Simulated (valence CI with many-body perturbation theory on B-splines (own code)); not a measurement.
**Te³⁷⁺ in brief**

Level of theory: relativistic CI+MBPT: five valence electrons over a frozen Dirac-Fock core [Ne], a basis of 9 s, 9 p, 8 d, 6 f, 3 g, 1 h functions for each j, with the one-electron correlation potential Σ1, the two-electron term Σ2, the three-electron term Σ3, Breit, model QED; selected CI, second order for the rest (own B-spline code, finite nucleus).

The last digits are not significant, and no measured levels were compared; by estimate large intervals hold to a few tenths of a per cent, small ones and those within an open d or f shell to about a per cent. Among the levels kept, up to 530 cm⁻¹ of a level comes from second order outside the variational space, and about a tenth of that is noise between levels of different J, which matters for small intervals.

Levels are named by their leading jj configuration (3d3/2^4 stands for four electrons in 3d with j = 3/2), which in mixed levels can hold well under half, so a name can repeat and another be missing.

Rates and lifetimes use the calculated energies. Strong lines usually hold to 10 to 20 %, long lifetimes can be off by a factor of two.

**Question.** What is the ground level?

**Answer.** (3s^2 3p1/2^2 3p3/2) J=3/2, composition 43 % 3s2 3p3 2P° + 32 % 3s2 3p3 4S° + 24 % 3s2 3p3 2D°, g = 1.412.

**Question.** What is the ionisation energy?

**Answer.** 2554.4 eV; NIST lists 2552 ± 4 eV (theoretical).

**Question.** What are the static dipole polarisabilities of the lowest levels?

**Answer.** (3s^2 3p1/2^2 3p3/2) J=3/2 0.0151 (tensor 0.0012); (3s^2 3p1/2 3p3/2^2) J=3/2 0.0167 (tensor 0.00031); (3s^2 3p1/2 3p3/2^2) J=5/2 0.0166 bohr³, of which the core gives 0.000224.

**Question.** Where does the other parity begin?

**Answer.** At (3s^2 3p1/2^2 3d3/2) J=3/2, 1160600 cm⁻¹.

**Question.** How well does LS coupling describe the low levels?

**Answer.** Among the lowest 20 levels the leading LS term, summed over configurations, holds 53 % on average. For single configurations the figures are 48 % in LS and 83 % in jj coupling. Terms mix most in the J = 5/2 level at 1386900 cm⁻¹, where the leading one holds 24 %.

**Question.** Name the longest-lived excited levels whose lifetime is computed, and their main decay.

**Answer.** (3s^2 3p1/2 3p3/2^2) J=5/2 at 535570 cm⁻¹ lives 2.42 μs, mostly by M1 to (3s^2 3p1/2^2 3p3/2) J=3/2; (3s^2 3p1/2 3p3/2^2) J=1/2 at 612630 cm⁻¹ lives 556 ns, mostly by M1 to (3s^2 3p1/2^2 3p3/2) J=3/2; (3s^2 3p1/2 3p3/2^2) J=3/2 at 472970 cm⁻¹ lives 456 ns, mostly by M1 to (3s^2 3p1/2^2 3p3/2) J=3/2. The lifetime of (3s^2 3p1/2 3p3/2 3d5/2) J=9/2 is too uncertain to give, and may be longer.

**Question.** Among levels below 2706300 cm⁻¹, which E1 lines absorb most strongly from the ground level?

**Answer.** to (3s^2 3p1/2 3p3/2 3d3/2) J=3/2 at 5.330 nm, f = 0.271; to (3s^2 3p1/2 3p3/2 3d3/2) J=5/2 at 5.439 nm, f = 0.241; to (3s^2 3p1/2 3p3/2 3d3/2) J=1/2 at 5.355 nm, f = 0.0836.
